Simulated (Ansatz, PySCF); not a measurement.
Molecule: sum formula SiH₂Cl, net charge 0, doublet state. It need not be the lowest isomer of its formula. SMILES: [SiH2]Cl
Coordinates optimised at B3LYP-D3(BJ)/def2-TZVP (Ansatz, a quantum-chemistry and plane-wave program):
```
Si
H 1 1.4844
H 1 1.4844 2 111.01
Cl 1 2.0680 2 108.33 3 118.83
```
Charge 0, spin multiplicity 2.

Wanted: vertical electron affinity (to the singlet state of charge -1; a negative value means that the extra electron is unbound and the number depends on the basis; each state is the SCF solution reached for its spin), in eV. Cores are frozen in the correlated levels unless marked. UHF or UKS for open shells. Spin-orbit coupling is left out. No relativistic terms. Anions need diffuse functions: aug- sets have them; def2-D sets add few. CBS marks a two-point X^-3 extrapolation of the correlation energy; Hartree-Fock from the larger set.

| level | program | vertical electron affinity (eV) |
|---|---|---|
| M06-2X/def2-TZVPD | PySCF | ___ |
| CAM-B3LYP/def2-TZVPD | Ansatz | 1.11 |
| wB97X-V/def2-TZVPD | Ansatz | 1.09 |
| CCSD/aug-cc-pV(D+d)Z | Ansatz | ___ |
| CCSD/def2-SVPD | Ansatz | ___ |
| CCSD/aug-cc-pV(T+d)Z | Ansatz | 1.08 |
| CCSD/def2-QZVPPD | Ansatz | 1.08 |
| CCSD(T)/CBS(def2-TZVPPD,def2-QZVPPD) | Ansatz | ___ |

Q: What belongs in the gaps?

A: 
- M06-2X/def2-TZVPD, vertical electron affinity (eV): 1.05
- CCSD/aug-cc-pV(D+d)Z, vertical electron affinity (eV): 0.99
- CCSD/def2-SVPD, vertical electron affinity (eV): 0.83
- CCSD(T)/CBS(def2-TZVPPD,def2-QZVPPD), vertical electron affinity (eV): 1.19
